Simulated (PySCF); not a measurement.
A mixed set of molecules. Theory: TDDFT B3LYP/def2-SVPD, vertical, gas phase, core orbitals frozen in the response (PySCF). Geometries: GFN2-xTB; one conformer of each isolated species. Triplets are in the Tamm–Dancoff approximation. 'Strongest' means the level of largest summed f among the lowest 8 singlets; it needn't be the same kind of state in each.

Question: Rank by computed LUMO energy, lowest first.
A. `ClC[C@@H](Cl)[C@@H]1C[SiH2]1`
B. `CCC[SiH2][C@@H](F)Cl`
C. `CCNC(C)C`
D. `N#CC([Si](Cl)(C)C)=C`

Answer: D (-2.00 eV), A (-0.47 eV), B (-0.16 eV), C (0.46 eV).

```tsv
SMILES	LUMO (eV)	strongest (eV)	gap (eV)	f (S1)	α (au)	f (strongest)	S1 mainly
C=C(C#N)[Si](C)(C)Cl	-2.00	6.12	6.12	0.003	102.3	0.15	H-1→L (94%)
ClC[C@@H](Cl)[C@@H]1C[SiH2]1	-0.47	5.68	6.36	0.136	104.5	0.14	H→L (85%)
CCC[SiH2][C@@H](F)Cl	-0.16	8.04	7.75	0.026	92.2	0.06	H→L (89%)
CCNC(C)C	0.46	7.84	6.50	0.006	73.5	0.04	H→L (98%)
```

H and L stand for HOMO and LUMO.

Without π bonds the low states are Rydberg-like; a valence basis with one diffuse set may place them up to an eV too high.
